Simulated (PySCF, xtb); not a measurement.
Si(CCH)2(H)(Me) (C5H6Si), SMILES C#C[SiH](C)C#C.

GFN2-xTB in xtb at its own geometry gives an orbital gap of 5.03 eV and a dipole moment of 0.40 D.

Geometry optimised at B3LYP-D3(BJ)/def2-SVP.

What does PBE/def2-TZVP run with PySCF give? (The exact figures need the calculation; the answer reports its results.)

gap 5.49 eV (levels -6.85 and -1.36 eV), dipole 0.68 D.
